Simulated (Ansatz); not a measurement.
## Redistribution: GeH2(CH3)(SH) + GeH3(SH) → GeH2(SH)2 + GeH3(CH3)

Species: GeH2(CH3)(SH), singlet; GeH3(SH), singlet; GeH2(SH)2, singlet; GeH3(CH3) (methyl germane), singlet. The partners trade CH3 for SH; both sit on Ge, so the bond types are kept.

Shapes, held fixed at every level: PBE0-D4/def2-TZVP. Flexible molecules stand in one conformer, not always the lowest. Programs: Ansatz 0.2.0. The zero-point and thermal change to 298 K, harmonic and unscaled (PBE0-D4/def2-TZVP), is +0.1 kJ/mol.

Q: Estimate ΔH(298 K) of this reaction.

A: The highest level, CCSD(T)/def2-TZVPP, gives ΔH(298 K) = +0.3 kJ/mol; the levels span -1.5 to +3.5. That is about zero within the method's error. They disagree on the sign: 5 of 8 are positive. The column of differences is taken from that level and isn't an error. No measured value is set beside it here. Relativity is left out for Ge. Outer-core shells of Ge are correlated, in sets that cover them unevenly. Times are processor times on shared x86 and Arm servers, and rough.

```tsv
level	kind	ΔH(298 K) (kJ/mol)	less CCSD(T)/def2-TZVPP	CPU time (sum over the molecules)
HF/def2-SVP	Hartree–Fock	+3.5	+3.2	–
BHLYP-D4/def2-TZVPP	global hybrid	+0.6	+0.3	22 s
PBE0-D4/def2-TZVPP	global hybrid	-0.5	-0.8	22 s
r2SCAN0-D4/def2-TZVPP	global hybrid	+0.1	-0.2	37 s
wB97M-V/def2-TZVPP	range-separated hybrid	+0.4	+0.1	73 s
B2PLYP/def2-TZVPP	double hybrid	-0.3	-0.6	37 s
MP2/def2-SVP	perturbation theory	-1.5	-1.8	–
CCSD(T)/def2-TZVPP	coupled cluster or CI	+0.3	0.0	3.7 min
```
